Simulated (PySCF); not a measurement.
## Vibration and rotation of BSe

ROHF-CCSD(T) constants of BSe, ²Σ⁺ (doublet), unpaired electrons σ ↑ (B def2-TZVPP, Se def2-TZVPP; no relativity (PySCF 2.14); masses 11.0093 and 79.9165 u):

- ωe: 969.9 cm⁻¹
- ωexe: 4.73 cm⁻¹
- Be: 0.56658 cm⁻¹
- αe: 0.00377 cm⁻¹
- D (centrifugal): 7.73e-07 cm⁻¹
- De to B + Se: 4.80 eV

Problem. Give the vibrational terms G(v) and spacings up to v = 6.

Solution. G(v) = ωe(v+½) − ωexe(v+½)².

| v | G(v) (cm⁻¹) | G(v) − G(v−1) | Bv (cm⁻¹) |
| --- | --- | --- | --- |
| 0 | 483.8 |  | 0.5647 |
| 1 | 1444.2 | 960.4 | 0.5609 |
| 2 | 2395.2 | 951.0 | 0.5572 |
| 3 | 3336.7 | 941.5 | 0.5534 |
| 4 | 4268.8 | 932.1 | 0.5496 |
| 5 | 5191.4 | 922.6 | 0.5458 |
| 6 | 6104.5 | 913.1 | 0.5421 |

Problem. How well does the Morse estimate ωe²/(4ωexe) reproduce De, and what is D0?

Solution. It gives 6.16 eV, 128 % of the computed De. D0 = De − G(0) = 4.80 − 0.06 = 4.74 eV.

Correlated steps freeze 10 core orbitals. Spin–orbit coupling is left out. The state is the lowest determinant that a PBE0 search found; another state may lie lower at other levels.
